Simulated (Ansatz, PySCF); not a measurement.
HfF2I2, SMILES [F][Hf]([F])([I])[I], multiplicity 1.

Geometry: B3LYP-D3(BJ)/def2-SVP. The multiplicity is an assumed one; no other spin state was optimised. The structure was generated by enumeration; whether it is a known compound was not checked. The def2 effective core potentials stand for the cores of Hf, I; spin–orbit coupling is left out.

Vertical ionisation energy (IE) and electron affinity (EA) in eV. Rows of orbital energies are one-electron estimates. Where ΔSCF, EOM or ADC give a negative EA the extra electron is unbound and the value depends on the basis.

```
level                                                                  IE    EA
-------------------------------------------------------------------  ----  ----
−ε(HOMO), −ε(LUMO), B3LYP/def2-TZVP (PySCF)                          7.88  2.50
−ε(HOMO), −ε(LUMO), PBE/def2-TZVP (PySCF)                            7.02  3.02
ΔSCF, PBE0/def2-SVPD (Ansatz), final states of multiplicity 2 and 2  9.97  0.85
ΔSCF, PBE/def2-SVPD (Ansatz), final states of multiplicity 2 and 2      ?     ?
```

### Question
Some entries are withheld; supply them. (The exact figures need the calculation; the answer reports its results.)

### Answer

- ΔSCF, PBE/def2-SVPD (Ansatz, a first-principles code), final states of multiplicity 2 and 2, IE: 9.62
- ΔSCF, PBE/def2-SVPD (Ansatz), final states of multiplicity 2 and 2, EA: 0.64

### Question
What vertical singlet–triplet gap does ΔSCF give with PBE0/def2-SVPD (Ansatz) and with PBE/def2-SVPD (Ansatz)? (An estimate is asked for; the answer gives what the named calculation found.)

### Answer
4.23 and 4.09 eV (triplet above singlet where positive).
